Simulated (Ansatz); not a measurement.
`[CH3][In]([NH2])[Br]` + H₂ → `[NH2][InH][Br]` + CH₄ at 600 K and 1 bar (hydrogenolysis of the In–C bond).

Gas-phase electronic energies from Ansatz, PBE0-D4/def2-TZVP geometries. CCSD(T)/CBS adds triple-zeta CCSD(T) − MP2 to the extrapolated MP2 energy (def2 sets, frozen cores). This one scheme is used for every species. Elements past krypton have def2 core potentials. For Br, In outer-core shells are correlated without core-valence functions, which leaves a few kJ/mol of doubt a bond. Scalar relativity is left out up to krypton. Each species was taken in one conformer, which may not be the lowest.

| species | CCSD(T)/CBS energy (Eh) | H − E (kJ/mol) | S (J/(mol·K)) |
| --- | --- | --- | --- |
| `[CH3][In]([NH2])[Br]` | -2858.97077 | 221.8 | 470.4 |
| H₂ | -1.17544 | 43.9 | 150.8 |
| `[NH2][InH][Br]` | -2819.69701 | 128.5 | 396.4 |
| CH₄ | -40.46206 | 140.4 | 215.7 |

H − E and S are ideal-gas, rigid-rotor, harmonic terms from PBE0-D4/def2-TZVP, for one conformer and one mirror image of each species. The MP2-based limit puts H₂ 0.8 mEh under its directly extrapolated value; such offsets cancel only in part. 1 Eh = 2625.50 kJ/mol, R = 8.31446 J/(mol·K).

**Question.** By hand: ΔE, ΔH, ΔS and ΔG.

**Answer.** ΔE = (-2819.69701) + (-40.46206) − (-2858.97077) − (-1.17544) = -0.01286 Eh = -33.8 kJ/mol. Δ(H − E) = 128.5 + 140.4 − 221.8 − 43.9 = 3.2, so ΔH = -30.6 kJ/mol. ΔS = 396.4 + 215.7 − 470.4 − 150.8 = -9.1 J/(mol·K). ΔG = -30.6 − 600 × (-9.1)/1000 = -25.1 kJ/mol.

**Question.** By hand: the equilibrium constant, and the temperature at which ΔG would vanish if ΔH and ΔS stayed fixed.

**Answer.** log₁₀ K = −ΔG/(RT ln 10) = 2.2. ΔG = 0 at ΔH/ΔS = 3363 K, far beyond where these terms or the molecules hold.

The number of gas molecules stays the same, so ΔS is small and ΔH decides. A doubt of 5 kJ/mol in ΔE shifts log₁₀ K by 0.4 here. Other conformers and mirror images would add mixing entropy, several J/(mol·K) or more a flexible species. Modes under 60 cm⁻¹, often nearly free rotors, make the harmonic entropy too high. These are equilibria of isolated gas molecules and say nothing of rates. Largest T1 diagnostic: 0.013 (customary marks: 0.02 for closed shells, 0.045 for open ones).
